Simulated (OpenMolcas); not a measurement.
## Lines of Cu³⁺: computed and rescaled rates

* Program: OpenMolcas 26.06
* Method: CASSCF
* Basis: ANO-RCC-VQZP [7s6p4d3f2g1h]
* Scalar Hamiltonian: DKH2, point nucleus
* Active space: 8 electrons in 10 orbitals (3d 4d)
* State averaging: 2S+1 = 3 even, 10 roots; 2S+1 = 1 even, 15 roots
* Spin-orbit coupling: RASSI with atomic mean-field integrals over the reference wave functions, term energies averaged over their components

Rates come from the transition moments of the reference wave functions (E1 and E2 in the length form). At fixed line strength A goes as λ^-3 for E1 and M1 and as λ^-5 for E2, so a rate at the computed wavelength can be rescaled to the measured one. Measured vacuum wavelengths follow from level energies in Sugar and Musgrove, J. Phys. Chem. Ref. Data 19, 527 (1990). Branching counts decays inside the model space alone, at computed energies, and the table is only a selection of the E2 and M1 lines, drawn from those between levels with measured partners whose computed energy lies within a factor of 1.5 of the measured one.

```tsv
Upper	Lower	Type	λ computed (nm)	λ measured (nm)	A computed (s-1)	A rescaled (s-1)	Branching %
3d8 3P0	3d8 3P1	M1	28910	30670	2.24e-03	1.88e-03	1.2
3d8 3F2	3d8 3F3	M1	8127	8222	6.68e-02	6.45e-02	100.0
3d8 3F3	3d8 3F4	M1	5466	5372	1.60e-01	1.69e-01	100.0
3d8 3P2	3d8 1D2	M1	2668	2900	2.73e-01		33.3
3d8 3P1	3d8 1D2	M1	2431	2598	2.33e-01		52.8
3d8 1D2	3d8 3F2	M1	617.3	759.3	5.40e-01		29.9
3d8 1D2	3d8 3F3	M1	573.7	695.1	1.25e+00		69.1
3d8 1D2	3d8 3F4	E2	519.2	615.5	1.62e-02		0.9
3d8 3P2	3d8 3F2	M1	501.3	601.7	5.26e-02		6.4
3d8 3P1	3d8 3F2	E2	492.3	587.6	5.37e-02	2.22e-02	12.1
3d8 3P1	3d8 3F2	M1	492.3	587.6	6.51e-03		1.5
3d8 3P0	3d8 3F2	E2	484	576.5	1.82e-01	7.59e-02	98.8
3d8 3P2	3d8 3F3	M1	472.2	560.7	2.57e-01		31.4
3d8 3P2	3d8 3F3	E2	472.2	560.7	3.54e-02	1.50e-02	4.3
3d8 3P1	3d8 3F3	E2	464.1	548.4	1.48e-01	6.42e-02	33.4
3d8 3P2	3d8 3F4	E2	434.6	507.7	1.98e-01	9.10e-02	24.2
3d8 1G4	3d8 3F3	M1	359	399.2	4.19e-01		33.1
3d8 1G4	3d8 3F4	M1	336.9	371.6	8.45e-01		66.7
3d8 1S0	3d8 3P1	M1	211.6	241.8	1.41e+01		26.7
3d8 1S0	3d8 3P2	E2	210	239.5	4.71e+00		8.9
3d8 1S0	3d8 1D2	E2	194.6	221.2	3.35e+01	1.77e+01	63.5
3d8 1S0	3d8 3F2	E2	148	171.3	4.43e-01		0.8
```

Spin-changing lines and M1 lines between different terms are not rescaled, since their strength hangs on the term gaps too.

The largest correction is for 3d8 3P1 → 3d8 3F2 (E2): 5.37e-02 × (492.3 / 587.6)^5 = 2.22e-02 s-1, a factor of 0.41.

The computed rate and branching of 3d8 3F3 → 3d8 3F4 give the upper level a radiative lifetime of 1.000 / 1.60e-01 s-1 = 6.25e+00 s, counting decays inside the model space alone. The rescaled rate gives about 5.9e+00 s.

These are rates of the free ion; in crystals, glasses and complexes forced electric-dipole and non-radiative decay shorten such lifetimes by orders of magnitude. No measured rate stands beside these. Rescaling mends the energy factor alone: line strengths can still be far off where a level mixes with configurations outside the active space, and weak or spin-changing lines hang on small mixing coefficients that depend on the term gaps too, so rescaling need not improve them.

Without dynamic correlation excited terms often stand tens of per cent too high (terms of higher spin than the ground term too low), and those without a measured partner can miss by more than the paired ones. Active for correlation alone: 4d; no level in the range computed is led by a configuration that fills it, so any true level of that kind is missing. Measured partners are found by configuration, term and J. A level has none where our copy of the source lacks it or the pairing is in doubt (some pairs that miss far off the trend of their configuration count as doubtful). Only configurations of the active space appear.
